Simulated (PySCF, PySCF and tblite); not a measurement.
A run on one conformer of C₉H₉FO, numbered as in [CH2:1]=[CH:2][c:3]1[c:4]([OH:5])[cH:6][cH:7][cH:8][c:9]1[CH2:10][F:11], from an ensemble study. The sound level was PBE0/6-31G* on GFN2-xTB geometries.

Input:

```
{"job": {"xc": "PBE0", "basis": "6-31G*", "scf": {"max_cycle": 75}, "kind": "nmr", "pop": false}, "charge": -2, "multiplicity": 1}
C     -0.476949    -2.718110    -0.158473
C     -0.414185    -1.608818     0.568005
C      0.132190    -0.327553     0.100381
C      1.380571    -0.264462    -0.534573
O      2.151737    -1.362046    -0.734791
C      1.889938     0.959971    -0.956767
C      1.168403     2.117777    -0.758450
C     -0.061947     2.072429    -0.123668
C     -0.575511     0.862285     0.309276
C     -1.916506     0.797210     0.989127
F     -2.543537     2.015664     1.009551
H     -0.879377    -3.633156     0.242465
H     -0.176978    -2.746562    -1.194345
H     -0.783851    -1.616481     1.586845
H      1.713758    -2.138593    -0.357164
H      2.854545     0.970463    -1.438193
H      1.565301     3.063111    -1.094601
H     -0.627831     2.976568     0.034673
H     -2.590919     0.104969     0.470438
H     -1.814002     0.486012     2.037228
```

Command: OMP_NUM_THREADS=1 python ens_run.py task.json out

Output:

```
final grid: 172032 points
cycle   1  E = -522.2591074574  dE =  2.405e+00  |g| = 1.030e+00  |ddm| = 4.858e+00
cycle   2  E = -522.0772545201  dE =  1.819e-01  |g| = 1.304e+00  |ddm| = 7.004e+00
cycle   3  E = -522.5207188180  dE = -4.435e-01  |g| = 2.161e-01  |ddm| = 5.964e+00
cycle   4  E = -522.5328330703  dE = -1.211e-02  |g| = 9.152e-02  |ddm| = 5.638e-01
cycle   5  E = -522.5338706138  dE = -1.038e-03  |g| = 6.431e-02  |ddm| = 2.776e-01
cycle   6  E = -522.5348420465  dE = -9.714e-04  |g| = 3.287e-02  |ddm| = 1.958e-01
cycle   7  E = -522.5351772253  dE = -3.352e-04  |g| = 9.051e-03  |ddm| = 7.722e-02
cycle   8  E = -522.5352014065  dE = -2.418e-05  |g| = 3.112e-03  |ddm| = 3.256e-02
cycle   9  E = -522.5352047998  dE = -3.393e-06  |g| = 1.081e-03  |ddm| = 1.286e-02
cycle  10  E = -522.5352056890  dE = -8.891e-07  |g| = 4.336e-04  |ddm| = 1.314e-02
cycle  11  E = -522.5352057759  dE = -8.691e-08  |g| = 2.705e-04  |ddm| = 3.238e-03
cycle  12  E = -522.5352058026  dE = -2.669e-08  |g| = 9.971e-05  |ddm| = 1.526e-03
cycle  13  E = -522.5352058074  dE = -4.776e-09  |g| = 2.808e-05  |ddm| = 8.052e-04
cycle  14  E = -522.5352058079  dE = -5.653e-10  |g| = 2.349e-05  |ddm| = 3.050e-04
converged SCF energy = -522.5352058079

GIAO shielding tensors (ppm)
atom      isotropic    diamagn.    paramagn.     s11        s22        s33       span
  0 C      168.350     256.798     -88.448    126.862    166.618    211.570     84.708
  1 C      108.266     254.660    -146.394     56.981     94.477    173.341    116.360
  2 C       93.408     251.695    -158.287     56.604    102.416    121.203     64.598
  3 C       40.105     251.073    -210.968    -98.691     62.789    156.216    254.906
  4 O      248.566     401.191    -152.625     85.672    229.852    430.174    344.502
  5 C      106.100     254.453    -148.353     60.211    119.095    138.995     78.784
  6 C      120.777     252.859    -132.082     75.077    123.075    164.178     89.101
  7 C       76.769     255.707    -178.938     -9.195     94.162    145.338    154.533
  8 C       94.198     249.043    -154.845     -6.235    102.758    186.070    192.305
  9 C      121.602     250.970    -129.369     95.399    107.472    161.933     66.533
 10 F      428.989     471.233     -42.244    401.716    423.759    461.491     59.775
 11 H       33.153      33.374      -0.221     29.043     31.089     39.326     10.283
 12 H       30.913      35.534      -4.621     28.255     31.162     33.320      5.065
 13 H       32.122      34.693      -2.571     26.596     32.278     37.493     10.897
 14 H       29.373      31.499      -2.126     12.221     36.244     39.655     27.434
 15 H       33.071      31.617       1.454     29.338     32.414     37.461      8.123
 16 H       33.593      31.471       2.122     30.989     32.330     37.461      6.471
 17 H       30.930      31.882      -0.952     25.810     30.389     36.591     10.781
 18 H       30.892      31.373      -0.481     23.428     29.076     40.173     16.746
 19 H       25.661      30.614      -4.954     16.452     28.392     32.138     15.686
```

Question: What is wrong with this calculation, and what did it do to the result?

Answer: The setting at fault: wrong charge. The run converged. Shieldings averaged over the conformers (ppm), as run and sound:
```
atoms  as run  sound
   C1   152.2   82.5
   C2   120.9   67.1
   C3    96.9   79.9
   C4    36.6   49.8
   O5   249.7  231.3
   C6   115.3   86.1
   C7   114.6   72.9
   C8    67.8   83.2
   C9    94.3   66.3
  C10   125.1  114.2
  F11   349.1  428.4
  H1a    32.7   26.7
  H1b    30.6   26.8
   H2    30.8   25.3
   H5    28.9   27.0
   H6    33.2   25.4
   H7    33.1   25.0
   H8    30.0   25.5
  H10    30.6   26.8
```
